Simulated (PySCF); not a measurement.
How methods differ on the excitation energy of Sc⁺

Sc⁺ [Ar] 3d1 4s1 (3D) → Sc⁺ [Ar] 4s1 4p1, s spin flipped, as a difference of total energies. Computed with PySCF 2.14 in aug-cc-pwCVTZ-DK (10s9p7d4f3g, 127 functions), with the spin-free X2C one-electron Hamiltonian (Gaussian nucleus). Correlated levels: valence: [Ar] frozen; valence and next inner shell: [Ne] frozen; nothing frozen. The calculations carry no spin-orbit coupling.

```tsv
method	excitation energy (cm⁻¹)
UHF	46355
LDA	48222
PBE	47806
PBE0	47819
wB97M-V	47609
MN15	44555
revPBE	47542
SCS-MP2 (valence)	40163
MP2 (valence and next inner shell)	43439
SCS-MP2 (valence and next inner shell)	42069
SCS-MP2 (all electrons)	42090
```

Task: Estimate what MP2 (all electrons) gives.

Result: 43500 cm⁻¹, closest to MP2 (valence and next inner shell) among the rows shown.

Task: Estimate what MP2 (valence) gives.

Result: 41757 cm⁻¹, closest to SCS-MP2 (valence and next inner shell) among the rows shown.

The upper determinant mixes two multiplicities, so it lies between the two terms.
